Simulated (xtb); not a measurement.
xtb input (GFN1-xTB):

```bash
xtb mol.xyz --gfn 1 --sp --chrg 0 --uhf 0
```
mol.xyz:
```
10

C      1.74504029    -0.23887048    -0.90389051
Ga    -0.00324184    -0.00709510    -0.03514669
C     -1.88413633    -0.06555548    -0.60413205
F      0.15764566     0.34502370     1.70912994
H      1.65265221    -0.45380084    -1.96770590
H      2.28298753    -1.05549331    -0.41977094
H      2.33617919     0.66887162    -0.77277640
H     -2.35722818     0.89301004    -0.38511587
H     -1.98790860    -0.27994218    -1.66700715
H     -2.41041984    -0.83135490    -0.03211040
```

End of the output:

```
         :::::::::::::::::::::::::::::::::::::::::::::::::::::
         ::                     SUMMARY                     ::
         :::::::::::::::::::::::::::::::::::::::::::::::::::::
         :: total energy             -13.945077761916 Eh    ::
         :: gradient norm              0.020126177013 Eh/a0 ::
         :: HOMO-LUMO gap              5.875629934629 eV    ::
         ::.................................................::
         :: SCC energy               -14.064455652639 Eh    ::
         :: -> electrostatic           0.037688339700 Eh    ::
         :: repulsion energy           0.121631697325 Eh    ::
         :: dispersion energy         -0.002253806602 Eh    ::
         :: halogen bond corr.         0.000000000000 Eh    ::
         :: add. restraining           0.000000000000 Eh    ::
         :: total charge              -0.000000000000 e     ::
         :::::::::::::::::::::::::::::::::::::::::::::::::::::

           -------------------------------------------------
          |                Property Printout                |
           -------------------------------------------------

    * Orbital Energies and Occupations

         #    Occupation            Energy/Eh            Energy/eV
      -------------------------------------------------------------
         1        2.0000           -0.7580622             -20.6279
         2        2.0000           -0.6209106             -16.8958
         3        2.0000           -0.6208608             -16.8945
         4        2.0000           -0.5368260             -14.6078
         5        2.0000           -0.5187663             -14.1163
         6        2.0000           -0.5158084             -14.0359
         7        2.0000           -0.5150036             -14.0140
         8        2.0000           -0.5118468             -13.9281
         9        2.0000           -0.4688050             -12.7568
        10        2.0000           -0.4679912             -12.7347
        11        2.0000           -0.4550091             -12.3814
        12        2.0000           -0.4136646             -11.2564 (HOMO)
        13                         -0.1977392              -5.3808 (LUMO)
        14                         -0.1535911              -4.1794
        15                         -0.1293109              -3.5187
        16                         -0.1227393              -3.3399
        17                         -0.1204166              -3.2767
Note: The following floating-point exceptions are signalling: IEEE_DENORMAL
normal termination of xtb
        18                         -0.0990286              -2.6947
        19                         -0.0919849              -2.5030
        20                         -0.0725758              -1.9749
        21                         -0.0159779              -0.4348
        22                         -0.0148776              -0.4048
        23                          0.0768097               2.0901
       ...                                ...                  ...
        33                          0.8058308              21.9278
      -------------------------------------------------------------
                  HL-Gap            0.2159254 Eh            5.8756 eV
             Fermi-level           -0.3057019 Eh           -8.3186 eV

  Mulliken/CM5 charges         n(s)   n(p)   n(d)
     1C    -0.19133 -0.32750   1.009  3.183  0.000
     2Ga    0.48535  0.45649   1.263  0.962  0.290
     3C    -0.19133 -0.32750   1.009  3.183  0.000
     4F    -0.39786 -0.41213   1.794  5.604  0.000
     5H     0.03867  0.09102   0.961  0.000  0.000
     6H     0.05446  0.10715   0.946  0.000  0.000
     7H     0.05446  0.10715   0.946  0.000  0.000
     8H     0.05446  0.10715   0.946  0.000  0.000
     9H     0.03867  0.09102   0.961  0.000  0.000
    10H     0.05446  0.10715   0.946  0.000  0.000

Wiberg/Mayer (AO) data.
largest (>0.10) Wiberg bond orders for each atom

 ---------------------------------------------------------------------------
     #   Z sym  total        # sym  WBO       # sym  WBO       # sym  WBO
 ---------------------------------------------------------------------------
     1   6 C    3.955 --     5 H    0.951     7 H    0.941     6 H    0.941
                             2 Ga   0.895     3 C    0.163
     2  31 Ga   3.016 --     4 F    0.938     3 C    0.895     1 C    0.895
     3   6 C    3.955 --     9 H    0.951     8 H    0.941    10 H    0.941
                             2 Ga   0.895     1 C    0.163
     4   9 F    1.061 --     2 Ga   0.938
     5   1 H    1.001 --     1 C    0.951
     6   1 H    0.998 --     1 C    0.941
     7   1 H    0.998 --     1 C    0.941
     8   1 H    0.998 --     3 C    0.941
     9   1 H    1.001 --     3 C    0.951
    10   1 H    0.998 --     3 C    0.941
 ---------------------------------------------------------------------------

Topologies differ in total number of bonds
Writing topology from bond orders to xtbtopo.mol

 dipole moment from electron density (au)
     X       Y       Z
  -0.1293  -0.2829  -1.4014  total (Debye):    3.649

           -------------------------------------------------
          | TOTAL ENERGY              -13.945077761916 Eh   |
          | GRADIENT NORM               0.020126177013 Eh/α |
          | HOMO-LUMO GAP               5.875629934629 eV   |
           -------------------------------------------------

------------------------------------------------------------------------
------------------------------------------------------------------------
 total:
 SCF:
```
